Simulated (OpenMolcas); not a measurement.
**An input for C2HF5 (pentafluoroethane)**

C2HF5: 8 atoms, total charge 0, spin state singlet. As SMILES, `FC(F)C(F)(F)F`. The shape is that of a GFN2-xTB optimisation.

```xyz
8

F     1.1118   -0.5808    1.2406
C     0.1932   -0.7187    0.2736
F    -0.8968   -1.2829    0.8140
C    -0.1707    0.6730   -0.3044
F     0.9111    1.2444   -0.8369
F    -0.6649    1.4958    0.6096
F    -1.0740    0.5420   -1.2776
H     0.5904   -1.3728   -0.5189
```

Settings wanted:

```json
{
  "method": "CCSD(T)",
  "reference": "RHF",
  "relativity": "none",
  "integral approximation": "CD high",
  "basis set": "6-31G*",
  "task": "energy",
  "frozen core orbitals": "7",
  "nucleus": "point",
  "module": "chcc",
  "d and f functions": "spherical"
}
```

Problem. Give an OpenMolcas 26.06 job that does this.

Solution. One that was run (others would do as well):

coord.xyz:
```
8

F      1.111760    -0.580760     1.240610
C      0.193170    -0.718670     0.273600
F     -0.896810    -1.282920     0.814030
C     -0.170680     0.672970    -0.304410
F      0.911050     1.244380    -0.836940
F     -0.664850     1.495760     0.609630
F     -1.074020     0.542040    -1.277650
H      0.590380    -1.372800    -0.518870
```

job.inp:
```
&GATEWAY
  BasLib
  $CurrDir
  Coord
  coord.xyz
  Basis
  6-31Gs
  Group
  NoSym

&SEWARD
  High

&SCF
  PrOrbitals
  0

&CHCC
  Frozen
  7

&CHT3
  Frozen
  7
```

```bash
$ export MOLCAS_MEM=1860
$ pymolcas job.inp > job.log
```

(Basis files named in the input come from the Basis Set Exchange and aren't shown.)

Calculated total energy: -574.63967 Eh.
